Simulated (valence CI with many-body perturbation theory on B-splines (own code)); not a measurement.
## Energy levels of Mn²⁺

Calculated by configuration interaction combined with many-body perturbation theory (CI+MBPT): five valence electrons over a frozen Dirac-Fock core [Ar], a basis of 7 s, 7 p, 8 d, 6 f, 4 g, 1 h functions for each j, with the one-electron correlation potential Σ1, the two-electron term Σ2, the three-electron term Σ3, Breit, model QED; selected CI, second order for the rest, scaled by the run's own slope (own B-spline code, finite nucleus).

Against 66 measured levels this calculation errs by 3392 cm⁻¹ on average and by 6534 at most. These come from a selection out of Corliss and Sugar, J. Phys. Chem. Ref. Data 6, 1253 (1977). Levels without a partner in it may be off by more, other configurations by 1,000 to 8,000 cm⁻¹. Among the levels kept, up to 2300 cm⁻¹ of a level comes from second order outside the variational space, and about a tenth of that is noise between levels of different J, which matters for small intervals.

Levels 46 to 90 of 218, with energies above the lowest level, 3d⁵ ⁶S_5/2. "Leading %" is the weight of the configuration and term that name the level; weights of strongly mixed levels are sums over their largest components and can fall short. In the jj column 3d3/2^4 stands for four electrons in 3d with j = 3/2.

```tsv
No.	Configuration	Term	J	E (cm⁻¹)	Leading %	g	Leading jj
46	3d⁴4s	⁴H	13/2	78890	96	1.231	3d3/2 3d5/2^3 4s (54 %)
47	3d⁴4s	⁴P	1/2	79458	95	2.663	3d3/2^4 4s (41 %)
48	3d⁴4s	⁴P	3/2	80015	96	1.732	3d3/2^3 3d5/2 4s (38 %)
49	3d⁴4s	⁴P	5/2	80864	96	1.598	3d3/2 3d5/2^3 4s (35 %)
50	3d⁴4s	⁴F	3/2	80906	96	0.399	3d3/2^2 3d5/2^2 4s (49 %)
51	3d⁴4s	⁴F	5/2	80923	94	1.020	3d3/2^2 3d5/2^2 4s (48 %)
52	3d⁴4s	⁴F	7/2	80970	93	1.229	3d3/2^2 3d5/2^2 4s (42 %)
53	3d⁴4s	⁴F	9/2	81056	92	1.327	3d3/2^3 3d5/2 4s (33 %)
54	3d⁵	²P	1/2	82574	91	0.667	3d3/2^2 3d5/2^3 (42 %)
55	3d⁵	²P	3/2	82632	94	1.333	3d3/2^2 3d5/2^3 (70 %)
56	3d⁴4s	⁴G	5/2	82938	93	0.582	3d3/2^2 3d5/2^2 4s (47 %)
57	3d⁴4s	⁴G	7/2	83104	92	0.992	3d3/2^2 3d5/2^2 4s (45 %)
58	3d⁴4s	⁴G	9/2	83255	90	1.170	3d3/2^2 3d5/2^2 4s (41 %)
59	3d⁴4s	⁴G	11/2	83335	89	1.260	3d3/2 3d5/2^3 4s (55 %)
60	3d⁴4s	²H	9/2	83907	92	0.917	3d3/2^2 3d5/2^2 4s (60 %)
61	3d⁴4s	²H	11/2	84214	89	1.102	3d3/2 3d5/2^3 4s (59 %)
62	3d⁴4s	²P	1/2	85097	89	0.672	3d3/2^3 3d5/2 4s (29 %)
63	3d⁴4s	²P	3/2	86094	92	1.334	3d3/2 3d5/2^3 4s (35 %)
64	3d⁴4s	²F	5/2	86279	95	0.855	3d3/2^2 3d5/2^2 4s (43 %)
65	3d⁴4s	²F	7/2	86311	90	1.130	3d3/2^2 3d5/2^2 4s (33 %)
66	3d⁴4s	²G	7/2	88377	92	0.897	3d3/2^2 3d5/2^2 4s (51 %)
67	3d⁴4s	²G	9/2	88665	95	1.110	3d3/2 3d5/2^3 4s (56 %)
68	3d⁵	²D	3/2	89238	95	0.801	3d3/2 3d5/2^4 (43 %)
69	3d⁵	²D	5/2	89252	95	1.200	3d3/2^2 3d5/2^3 (79 %)
70	3d⁴4s	⁴D	7/2	89413	96	1.429	3d3/2 3d5/2^3 4s (49 %)
71	3d⁴4s	⁴D	5/2	89489	96	1.372	3d3/2^2 3d5/2^2 4s (33 %)
72	3d⁴4s	⁴D	3/2	89575	96	1.200	3d3/2^2 3d5/2^2 4s (40 %)
73	3d⁴4s	⁴D	1/2	89614	96	0.000	3d3/2 3d5/2^3 4s (52 %)
74	3d⁴4s	²I	13/2	90390	96	1.077	3d3/2^2 3d5/2^2 4s (54 %)
75	3d⁴4s	²I	11/2	90421	96	0.923	3d3/2^2 3d5/2^2 4s (52 %)
76	3d⁴4s	²G	9/2	90921	95	1.111	3d3/2^2 3d5/2^2 4s (33 %)
77	3d⁴4s	²G	7/2	90952	94	0.892	3d3/2^2 3d5/2^2 4s (32 %)
78	3d⁴4s	²S	1/2	94799	95	2.000	3d3/2 3d5/2^3 4s (45 %)
79	3d⁴4s	²D	5/2	94852	94	1.200	3d3/2 3d5/2^3 4s (40 %)
80	3d⁴4s	²D	3/2	94942	94	0.800	3d3/2^2 3d5/2^2 4s (38 %)
81	3d⁴4s	²D	5/2	98846	96	1.200	3d3/2^2 3d5/2^2 4s (32 %)
82	3d⁴4s	²D	3/2	98911	96	0.800	3d3/2^2 3d5/2^2 4s (34 %)
83	3d⁴4p	⁶F°	1/2	103441	95	-0.668	3d3/2^2 3d5/2^2 4p1/2 (36 %)
84	3d⁴4p	⁶F°	3/2	103590	95	1.067	3d3/2^3 3d5/2 4p1/2 (30 %)
85	3d⁴4p	⁶F°	5/2	103821	95	1.315	3d3/2^2 3d5/2^2 4p1/2 (39 %)
86	3d⁴4p	⁶F°	7/2	104115	95	1.397	3d3/2^2 3d5/2^2 4p3/2 (31 %)
87	3d⁴4s	²F	7/2	104193	96	1.143	3d3/2 3d5/2^3 4s (55 %)
88	3d⁴4s	²F	5/2	104211	96	0.857	3d3/2 3d5/2^3 4s (55 %)
89	3d⁴4p	⁶F°	9/2	104490	95	1.435	3d3/2 3d5/2^3 4p3/2 (31 %)
90	3d⁴4p	⁶F°	11/2	104953	95	1.455	3d3/2 3d5/2^3 4p3/2 (44 %)
```
